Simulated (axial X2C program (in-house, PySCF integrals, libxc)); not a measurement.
# NaW: from the spin-free to the two-component result

Calculated with an in-house relativistic program for diatomic molecules. Spin-free means the one-electron spin-free X2C Hamiltonian; two-component (2c) means X2C with spin–orbit coupling and atomic mean-field two-electron Coulomb and Gaunt terms, so the difference of the two also holds small scalar two-electron terms. Basis: W dyall-cv3z [13s14p9d7f4g], Na dyall-cv3z [9s8p5d2f] (cores contracted in-house); Gaussian nuclei, density fitting, unrestricted open shells. Masses: W 183.951 u, Na 22.990 u.

Spin-free state: M_S = 5/2, Λ = 0 (beyond evenly filled blocks: σα, π+α, π-α, δ+α, δ-α); fragments W + Na.

```csv
level,Re (Å),ωe (cm⁻¹),De (eV),μ (D)
PBE0,2.938,175.3,n/a,4.29
HF,3.401,78.1,n/a,0.43
CCSD,2.926,181.7,n/a,n/a
CCSD(T),2.903,189.6,n/a,n/a
B97-3,2.917,182.9,1.459,4.74
```

Correlated methods: 7 electrons correlated (number of frozen shells: W 5 s, 4 p, 2 d, 1 f; Na 2 s, 1 p), 337 virtual spin orbitals or spinors in MP2, 88 natural virtuals in coupled cluster.

Dipoles are positive if Na is the positive end.

Two-component determinant lowest at the distance of the search:

Ω = 5/2 (⟨Sz⟩ = 2.49, ⟨Lz⟩ = 0.01 at HF); fragments W + Na.

```tsv
level	Re (Å)	ωe (cm⁻¹)	μ (D)
PBE0	2.936	175.6	4.32
HF	3.393	78.9	0.50
CCSD	2.923	182.2	n/a
CCSD(T)	2.900	190.1	n/a
B97-3	2.916	182.7	4.74
```

Task: From the two tables, how do the constants change at the CCSD(T) level (2c against spin-free)?

Result: At the CCSD(T) level Re goes down by 0.003 Å and ωe rises by 0.5 cm⁻¹.

One determinant describes the state; a PBE0 search over occupations chose it and may have missed a lower one. De is counted from the lowest determinant-based energies of the atoms at the same level, without counterpoise correction. De is not given where an atomic determinant may have missed its ground term or J level, or where the truncated virtual space spoils (T). Density functionals use the spin component along the axis (collinear). CCSD and (T) use frozen natural virtuals with an MP2 correction for the truncation; (T) itself is uncorrected, so its De runs slightly low. Without a current term, density functionals place determinants with orbital angular momentum somewhat too high. With several unpaired electrons one determinant need not be a pure state. This is the top spin component of a Σ state; components of lower Ω are not single determinants and can lie lower. The determinant is spin-polarised beyond a pure state at some levels (its spin-free form has ⟨S²⟩ too high), which makes Re and μ there less reliable. The T1 diagnostic is large, a sign of multireference character. With the outer-core shells frozen, correlated bond lengths of heavy atoms tend to come out a few hundredths of an ångström too long.
